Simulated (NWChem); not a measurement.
System: BHOF2; SMILES OB(F)F

Here is an NWChem input.

```
start job
memory heap 200 mb stack 900 mb global 1100 mb
geometry units angstroms noautosym nocenter noautoz
  B     -0.023443    -0.008516     0.000000
  F      1.297165    -0.139278     0.000000
  F     -0.758743    -1.101416     0.000000
  O     -0.619586     1.194141     0.000000
  H      0.007652     1.923997     0.000000
end
basis spherical
  * library def2-svpd
end
dft
  xc b3lyp
  iterations 150
end
property
  response 1 0.0
end
task dft property
```

NWChem printed, in part:

```
             Northwest Computational Chemistry Package (NWChem) 7.3.0
             --------------------------------------------------------

                             Geometry "geometry" -> ""
                             -------------------------

 Output coordinates in angstroms (scale by  1.889725989 to convert to a.u.)

  No.       Tag          Charge          X              Y              Z
 ---- ---------------- ---------- -------------- -------------- --------------
    1 B                    5.0000    -0.02344300    -0.00851600     0.00000000
    2 F                    9.0000     1.29716500    -0.13927800     0.00000000
    3 F                    9.0000    -0.75874300    -1.10141600     0.00000000
    4 O                    8.0000    -0.61958600     1.19414100     0.00000000
    5 H                    1.0000     0.00765200     1.92399700     0.00000000

 Effective nuclear repulsion energy (a.u.)     112.8110273443

                              NWChem Property Module
                              ----------------------

                                 NWChem DFT Module
                                 -----------------

 Summary of "ao basis" -> "ao basis" (spherical)
 ------------------------------------------------------------------------------
       Tag                 Description            Shells   Functions and Types
 ---------------- ------------------------------  ------  ---------------------
 B                         def2-svpd                 8       20   4s2p2d
 F                         def2-svpd                 9       23   4s3p2d
 O                         def2-svpd                 9       23   4s3p2d
 H                         def2-svpd                 4        8   2s2p

            General Information
            -------------------
          SCF calculation type: DFT
          Wavefunction type:  closed shell.
          No. of atoms     :     5
          No. of electrons :    32
           Alpha electrons :    16
            Beta electrons :    16
          Charge           :     0
          Spin multiplicity:     1
          Use of symmetry is: off; symmetry adaption is: off
          Maximum number of iterations: 150
          AO basis - number of functions:    97
                     number of shells:    39
          Convergence on energy requested:  1.00D-06
          Convergence on density requested:  1.00D-05
          Convergence on gradient requested:  5.00D-04

              XC Information
              --------------
                         B3LYP Method XC Potential
                     Hartree-Fock (Exact) Exchange  0.200
                        Slater Exchange Functional  0.800 local
                    Becke 1988 Exchange Functional  0.720 non-local
              Lee-Yang-Parr Correlation Functional  0.810
                  VWN I RPA Correlation Functional  0.190 local

             Grid Information
             ----------------
          Grid used for XC integration:  medium
          Radial quadrature: Mura-Knowles
          Angular quadrature: Lebedev.
          Tag              B.-S. Rad. Rad. Pts. Rad. Cut. Ang. Pts.
          ---              ---------- --------- --------- ---------
          B                   0.85       49           9.0       434
          F                   0.50       49          10.0       434
          O                   0.60       49          10.0       434
          H                   0.35       45          10.0       434
          Grid pruning is: on
          Number of quadrature shells:   241
          Spatial weights used:  Erf1

      Superposition of Atomic Density Guess
      -------------------------------------

 Sum of atomic energies:        -298.29217781

      Non-variational initial energy
      ------------------------------

 Total energy =    -299.448641
 1-e energy   =    -637.167413
 2-e energy   =     224.907744
 HOMO         =      -0.534208
 LUMO         =       0.023958

   convergence    iter        energy       DeltaE   RMS-Dens  Diis-err
 ---------------- ----- ----------------- --------- --------- ---------
 d= 0,ls=0.0,diis     1   -300.2394607735 -4.13D+02  1.74D-02  8.83D-01
 d= 0,ls=0.0,diis     2   -300.2219998500  1.75D-02  6.94D-03  1.39D+00
 d= 0,ls=0.0,diis     3   -300.3361750049 -1.14D-01  1.09D-03  1.83D-02
 d= 0,ls=0.0,diis     4   -300.3375115534 -1.34D-03  3.84D-04  2.16D-03
 d= 0,ls=0.0,diis     5   -300.3376668964 -1.55D-04  1.21D-04  5.05D-04
  Resetting Diis
 d= 0,ls=0.0,diis     6   -300.3377085237 -4.16D-05  2.07D-05  6.17D-06
 d= 0,ls=0.0,diis     7   -300.3377091328 -6.09D-07  5.48D-06  1.66D-07

         Total DFT energy =     -300.337709132827
      One electron energy =     -639.618405879743
           Coulomb energy =      260.490889211864
    Exchange-Corr. energy =      -34.021219809258
 Nuclear repulsion energy =      112.811027344311

 Numeric. integr. density =       31.999998869195

                       DFT Final Molecular Orbital Analysis
                       ------------------------------------

 Vector   14  Occ=2.000000D+00  E=-4.417722D-01
              MO Center= -4.2D-01, -6.1D-01,  1.7D-10, r^2= 1.7D+00
   Bfn.  Coefficient  Atom+Function         Bfn.  Coefficient  Atom+Function
  ----- ------------  ---------------      ----- ------------  ---------------
    48      0.507767  3 F  px                51     -0.318903  3 F  px
    49     -0.267526  3 F  py                25      0.225232  2 F  px
    52      0.176032  3 F  py                71     -0.169978  4 O  px
    26      0.167698  2 F  py                72      0.144392  4 O  py
    28     -0.114496  2 F  px                29     -0.113304  2 F  py

 Vector   15  Occ=2.000000D+00  E=-4.091847D-01
              MO Center= -1.5D-01,  7.4D-01, -3.9D-10, r^2= 2.0D+00
   Bfn.  Coefficient  Atom+Function         Bfn.  Coefficient  Atom+Function
  ----- ------------  ---------------      ----- ------------  ---------------
    71      0.489365  4 O  px                26      0.377771  2 F  py
    74      0.277334  4 O  px                29     -0.249940  2 F  py
    69     -0.212624  4 O  s                 68     -0.139754  4 O  s
     6     -0.138844  1 B  py                90      0.134806  5 H  s
    48      0.129663  3 F  px                72     -0.115588  4 O  py

 Vector   16  Occ=2.000000D+00  E=-3.901988D-01
              MO Center= -4.7D-01,  9.2D-01,  6.0D-11, r^2= 1.3D+00
   Bfn.  Coefficient  Atom+Function         Bfn.  Coefficient  Atom+Function
  ----- ------------  ---------------      ----- ------------  ---------------
    73      0.584921  4 O  pz                76      0.389922  4 O  pz
    50      0.187104  3 F  pz                27      0.173567  2 F  pz
    53     -0.124778  3 F  pz                30     -0.117030  2 F  pz
     7     -0.113010  1 B  pz                79      0.071280  4 O  pz
    12      0.042506  1 B  d -1              56     -0.038125  3 F  pz

 Vector   17  Occ=0.000000D+00  E=-1.900953D-02
              MO Center=  2.7D-01,  1.1D+00,  2.6D-09, r^2= 7.1D+00
   Bfn.  Coefficient  Atom+Function         Bfn.  Coefficient  Atom+Function
  ----- ------------  ---------------      ----- ------------  ---------------
     4      1.713023  1 B  s                  3      1.232201  1 B  s
    24     -0.964148  2 F  s                 70     -0.835577  4 O  s
    78      0.734032  4 O  py                47     -0.271039  3 F  s
    20      0.228045  1 B  d  2              69     -0.192277  4 O  s
    68     -0.186077  4 O  s                 16     -0.183594  1 B  d -2

 Vector   18  Occ=0.000000D+00  E= 3.766244D-02
              MO Center= -2.6D-02,  3.5D-02,  1.6D-08, r^2= 2.1D+00
   Bfn.  Coefficient  Atom+Function         Bfn.  Coefficient  Atom+Function
  ----- ------------  ---------------      ----- ------------  ---------------
     7      0.620484  1 B  pz                10     -0.474911  1 B  pz
    79     -0.323038  4 O  pz                73      0.279273  4 O  pz
    27     -0.245397  2 F  pz                50     -0.244188  3 F  pz
    76      0.241815  4 O  pz                30      0.217222  2 F  pz
    53      0.215084  3 F  pz                97      0.185659  5 H  pz

 Vector   19  Occ=0.000000D+00  E= 3.898218D-02
              MO Center= -8.0D-02,  4.9D-01, -1.6D-08, r^2= 8.8D+00
   Bfn.  Coefficient  Atom+Function         Bfn.  Coefficient  Atom+Function
  ----- ------------  ---------------      ----- ------------  ---------------
    70      2.204667  4 O  s                  4     -1.598153  1 B  s
    47      1.573656  3 F  s                  3     -0.891652  1 B  s
    78      0.825887  4 O  py                77      0.804796  4 O  px
    91     -0.808371  5 H  s                 20      0.695520  1 B  d  2
    24     -0.565066  2 F  s                  8      0.409375  1 B  px

     Multipole analysis of the density
     ---------------------------------

     L   x y z        total         alpha         beta         nuclear
     -   - - -        -----         -----         ----         -------
     0   0 0 0     -0.000000    -16.000000    -16.000000     32.000000

     1   1 0 0      0.308432      0.362514      0.362514     -0.416596
     1   0 1 0      0.722869      0.107929      0.107929      0.507012
     1   0 0 1      0.000000      0.000000      0.000000      0.000000

     2   2 0 0    -18.367388    -50.963098    -50.963098     83.558808
     2   1 1 0      1.062024      0.545363      0.545363     -0.028703
     2   1 0 1      0.000000      0.000000      0.000000      0.000000
     2   0 2 0    -14.057210    -53.814099    -53.814099     93.570988
     2   0 1 1     -0.000000     -0.000000     -0.000000      0.000000
     2   0 0 2    -14.855022     -7.427511     -7.427511      0.000000

 *** CALLING NEW AORESP DRIVER FOR CLOSED AND OPEN SHELLS ***
 Entering AOResponse driver routine

--------------------------------------------------------------------------------

          -----------------------------------------------
          Solving response equations for perturbing field
          -----------------------------------------------

 number of frequencies:     1
 frequency in a.u.:  0.0000000E+00
 Perturbing field: electric
 Using El. Dipole Length Gauge

 Setting up CPKS with frequency omega =      0.00000000 a.u.

 STATIC response

                                NWChem CPHF Module
                                ------------------

  scftype          =     RHF
  nclosed          =       16
  nopen            =        0
  variables        =     1296
  # of vectors     =        3
  tolerance        = 0.10D-03
  level shift      = 0.00D+00
  max iterations   =       50
  max subspace     =       30

 SCF residual:    6.4690270168470511E-004

Iterative solution of linear equations
  No. of variables     1296
  No. of equations        3
  Maximum subspace       30
        Iterations       50
       Convergence  1.0D-04

   iter   nsub   residual    time
   ----  ------  --------  ---------
     1      3    1.69D+00       6.8
     2      6    1.30D+00       9.1
     3      9    1.52D-01      11.4
     4     12    3.81D-02      13.6
     5     15    1.53D-02      15.9
     6     18    2.82D-03      18.2
     7     21    2.30D-04      20.5
     8     24    1.95D-05      22.8

 Electric Dipole Response Matrix (nonzero elements):

              1        2        3
    1   20.5011   0.0225  -0.0000
    2    0.0225  22.6505   0.0000
    3   -0.0000   0.0000  16.3284

 ------------------------------------------
 average:        19.82667 + I       0.00000

 DFT Linear Response polarizability / au
 Frequency  =       0.0000000 / au
              X              Y              Z
 -----------------------------------------------
 X      20.5011011      0.0225466     -0.0000000
 Y       0.0225429     22.6505477      0.0000000
 Z      -0.0000000      0.0000000     16.3283513
 -----------------------------------------------
 Eigenvalues =      20.5008646     22.6507842     16.3283513
 Isotropic   =      19.8266667
 Anisotropic =       5.5679969
 -----------------------------------------------

 Magnetic Dipole Response Matrix (nonzero elements):

 Exiting AOResponse driver routine
```

Level: B3LYP/def2-SVPD. All runs use the structure optimised with PBE0/def2-SVP.
